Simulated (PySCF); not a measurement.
## Calculated NMR parameters of C=C[B@@H-]1[NH2+][BH2-][N@H+]1C

```yaml
Formula: C3H12B2N2
SMILES: C=C[B@@H-]1[NH2+][BH2-][N@H+]1C
InChI: InChI=1S/C3H12B2N2/c1-3-5-6-4-7(5)2/h3,5,7H,1,4,6H2,2H3/t5-/m1/s1
Point_group_of_the_computed_structure: C1
Carbon_signals: 3
Proton_signals: 10
```

Molfile (atoms numbered from 1):
```
C3H12B2N2
     RDKit          3D

 19 19  0  0  0  0  0  0  0  0999 V2000
    2.4580   -0.6591    0.4481 C   0  0  0  0  0  0  0  0  0  0  0  0
    1.8848    0.3479   -0.2210 C   0  0  0  0  0  0  0  0  0  0  0  0
    0.3433    0.5016   -0.5713 B   0  0  2  0  0  0  0  0  0  0  0  0
   -0.3528    1.7732    0.1137 N   0  0  0  0  0  0  0  0  0  0  0  0
   -1.4531    0.7574    0.6648 B   0  0  0  0  0  0  0  0  0  0  0  0
   -0.6184   -0.5148    0.1848 N   0  0  1  0  0  0  0  0  0  0  0  0
   -1.2823   -1.5653   -0.5756 C   0  0  0  0  0  0  0  0  0  0  0  0
    3.5349   -0.7098    0.6421 H   0  0  0  0  0  0  0  0  0  0  0  0
    1.8784   -1.5115    0.8286 H   0  0  0  0  0  0  0  0  0  0  0  0
    2.5581    1.1425   -0.5781 H   0  0  0  0  0  0  0  0  0  0  0  0
    0.0925    0.5014   -1.7679 H   0  0  0  0  0  0  0  0  0  0  0  0
   -0.6958    2.4842   -0.5248 H   0  0  0  0  0  0  0  0  0  0  0  0
    0.2047    2.2266    0.8339 H   0  0  0  0  0  0  0  0  0  0  0  0
   -2.4889    0.8542    0.0306 H   0  0  0  0  0  0  0  0  0  0  0  0
   -1.5867    0.8097    1.8759 H   0  0  0  0  0  0  0  0  0  0  0  0
   -0.1306   -0.9310    0.9773 H   0  0  0  0  0  0  0  0  0  0  0  0
   -1.8068   -1.1135   -1.4267 H   0  0  0  0  0  0  0  0  0  0  0  0
   -0.5510   -2.2914   -0.9624 H   0  0  0  0  0  0  0  0  0  0  0  0
   -2.0207   -2.0942    0.0463 H   0  0  0  0  0  0  0  0  0  0  0  0
  1  2  2  0
  2  3  1  0
  3  4  1  0
  4  5  1  0
  5  6  1  0
  6  7  1  0
  6  3  1  0
  1  8  1  0
  1  9  1  0
  2 10  1  0
  3 11  1  6
  4 12  1  0
  4 13  1  0
  5 14  1  0
  5 15  1  0
  6 16  1  1
  7 17  1  0
  7 18  1  0
  7 19  1  0
M  CHG  4   3  -1   4   1   5  -1   6   1
M  END
```

PySCF 2.14.0 with density-fitted response routines calculation with spin–spin couplings from B3LYP/pcJ-1 (spin–dipole term only in couplings to heteroatoms), geometry: PBE0-D3(BJ)/def2-SVP and shieldings: GIAO PBE0/pcSseg-1; relativity neglected, in vacuum, one averaged value for each set of equivalent atoms, single conformer.

Shifts are taken against calculated references (same method and geometry level): 1H (σref 31.27), 13C (σref 184.41) vs TMS; 11B (σref 100.73) vs BF3·OEt2; 15N (σref 265.67) vs NH3.

```tsv
carbon	δC, type	δH (multiplicity, J in Hz)	HMBC from (abs. J ≥ 3 Hz)	span of the C tensor (ppm)
C1	123.5, CH2	H8 5.65 (dd, 14.4, 2.8); H9 5.23 (dd, 20.8, 2.8)	H10, H11	226
C2	157.0, CH	6.55 (dd, 20.8, 14.4)	H8	276
C7	39.4, CH3	2.38 (s)	H11, H14	60
```

Other nuclei:
```
atoms  nucleus                                                 environment  δ (ppm)  σ (ppm)
  H11       1H  hydrogen on a boron bonded to C, 2 N, in a 4-membered ring     3.39    27.88
  H15       1H     hydrogen on a boron bonded to 2 N, in a 4-membered ring     3.18    28.08
  H14       1H     hydrogen on a boron bonded to 2 N, in a 4-membered ring     3.10    28.17
  H12       1H              hydrogen on a donor nitrogen of a Lewis adduct     1.66    29.60
  H16       1H              hydrogen on a donor nitrogen of a Lewis adduct     1.55    29.72
  H13       1H              hydrogen on a donor nitrogen of a Lewis adduct     1.02    30.25
   B3      11B             boron bonded to C, 2 N, H, in a 4-membered ring     -7.6    108.3
   B5      11B              boron bonded to 2 N, 2 H, in a 4-membered ring    -11.3    112.0
   N6      15N                            donor nitrogen of a Lewis adduct     30.3    235.3
   N4      15N                            donor nitrogen of a Lewis adduct     30.0    235.6
```

Selected couplings (Hz, signed; the shortest-range and largest first, 30 at most; isotopes 13C, 1H, 11B, 15N): 1J(C1,H8) 168.2, 1J(C1,H9) 156.4, 1J(C7,H17) 143.0, 1J(C2,H10) 140.0, 1J(B5,H15) 122.3, 1J(B5,H14) 120.7, 1J(B3,H11) 117.4, 1J(C1,C2) 67.3, 1J(C2,B3) 65.2, 1J(B3,N6) -9.1, 1J(N6,C7) -8.8, 1J(B5,N6) -8.4, 1J(B3,N4) -7.6, 1J(N4,B5) -7.5, 2J(H14,H15) -6.3, 2J(N4,N6) 4.0, 2J(B3,B5) -3.8, 2J(B3,H10) 3.3, 2J(H8,H9) 2.8, 2J(N6,H15) -1.4, 2J(N4,H15) -1.1, 2J(N6,H11) -1.1, 3J(H9,H10) 20.8, 3J(H8,H10) 14.4, 3J(B3,H8) 10.0, 3J(B3,H9) 6.2, 3J(B5,H17) 4.2, 3J(B3,H17) 4.1, 3J(H10,H11) 2.8, 3J(N4,C7) -2.5.

1. δC 157.0: alkene CH; the olefinic region.
2. δC 123.5: terminal =CH2 carbon; an sp2 carbon of a C=C bond.
3. δH 5.65, 5.23: hydrogen on a terminal =CH2 carbon; attached to an sp2 carbon and in the plane of the double bond.
4. δH 2.38: hydrogen on a methyl carbon bonded to N; its carbon carries N, hence the downfield position.
5. δH 1.66, 1.55, 1.02: hydrogen on a donor nitrogen of a Lewis adduct; labile proton, position sensitive to the medium.
6. The protons at 5.23 and 6.55 share a coupling of 20.8 Hz (vicinal, trans across C=C).
7. The protons at 5.65 and 6.55 share a coupling of 14.4 Hz (vicinal, cis across C=C).
8. The protons at 3.10 and 3.18 share a coupling of 6.3 Hz (geminal).

OH and NH positions are those of a molecule without intermolecular hydrogen bonds; in solution they move with solvent, concentration and temperature, and exchange usually removes their couplings. Hydrogens on boron are broadened and split by 11B (spin 3/2, 80 %) and 10B (spin 3). A carbon bonded to boron is broadened by the quadrupolar boron nucleus and is often missing from a measured spectrum. Splittings below 1 Hz are ignored in the labels, and close J values are merged. Unscaled 3J(H,H) at this level run about 10 % above measured values. Shifts are as computed. Against solution values, carbons near 30 ppm lie about +2 ppm off and those near 130 ppm about +5 ppm. Of 1313 compounds with measured shifts, 239 miss one by over three times the rms of a fit or turn the order of signals round; such compounds aren't used in these exercises. Couplings to exchangeable protons are dropped. Experimental scales use liquid or dissolved standards, which lie at an offset from isolated NH3 (liquid NH3: subtract about 20 ppm). Only one conformer was computed, so three-bond couplings in flexible chains and rings are approximate.
